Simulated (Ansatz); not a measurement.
Relaxation of F2H6NO3Ta (13 atoms, charge 0, multiplicity 1), to a largest force component of 0.03 eV/Å in at most 50 steps.

The calculation used RHF/def2-SVP (Ansatz 0.2.0).

```xyz
13
Properties=species:S:1:pos:R:3:forces:R:3
Ta -0.108 0.187 0.185 1.72 -0.19 0.09
N 1.989 0.108 0.297 -1.67 0.06 -0.18
H 2.493 0.470 1.086 -0.05 0.01 0.00
H 2.556 0.106 -0.532 0.01 -0.03 0.01
F 0.090 0.609 2.028 -0.03 0.04 0.10
F 0.174 -0.352 -1.613 0.02 0.00 0.03
O -0.901 1.826 -0.237 -0.02 0.02 0.06
H -1.240 2.615 0.155 0.02 -0.02 -0.05
O -1.423 -1.103 0.547 0.03 -0.02 0.05
H -1.426 -1.956 0.960 0.02 0.05 -0.07
O 1.078 -2.740 0.800 0.79 0.85 -0.01
H 1.209 -3.281 0.036 0.01 -0.01 -0.03
H 1.801 -2.091 0.784 -0.84 -0.76 0.01
```

Problem. Where does it end, and by what steps?

Solution. The run converged. After 23 steps the energy has fallen by 0.385 eV; H8 moved furthest, 0.72 Å. Joined: Ta1–O11 (3.22 → 2.37 Å).

```
step  energy less start (eV)  largest force component (eV/Å)  accepted
   0                  0.0000                           1.716       yes
   1                 -0.0361                           1.677       yes
   2                  0.1016                           3.829        no
   3                 -0.0809                           1.294       yes
   4                 -0.1067                           0.609       yes
   5                 -0.1206                           0.356       yes
   6                 -0.1751                           0.489       yes
   7                 -0.2386                           0.498       yes
   8                 -0.2133                           0.985        no
   9                 -0.2891                           0.255       yes
  10                 -0.3103                           0.413       yes
  11                 -0.3102                           0.673        no
  12                 -0.3345                           0.275       yes
  13                 -0.3452                           0.526       yes
  14                 -0.3579                           0.338       yes
  15                 -0.3650                           0.564       yes
  16                 -0.3713                           0.475       yes
  17                 -0.3275                           1.624        no
  18                 -0.3765                           0.426       yes
  19                 -0.3776                           0.330       yes
  20                 -0.3832                           0.162       yes
  21                 -0.3843                           0.038       yes
  22                 -0.3847                           0.035       yes
  23                 -0.3850                           0.022       yes
```

```xyz
13
Properties=species:S:1:pos:R:3
Ta 0.029 -0.117 0.311
N 1.965 0.464 0.299
H 2.471 0.761 1.112
H 2.537 0.523 -0.524
F 0.216 0.076 2.199
F 0.347 -0.650 -1.497
O -0.880 1.483 -0.056
H -0.691 2.386 -0.250
O -1.468 -1.288 0.531
H -1.996 -1.870 1.047
O 1.068 -2.220 0.652
H 0.694 -2.957 0.187
H 2.000 -2.192 0.483
```

Whether the end is a true minimum wasn't checked by a vibrational analysis.

Time of the run: 39 s on 4 threads of Arm Neoverse V2, with other jobs on the host, peak memory 0.41 GiB.
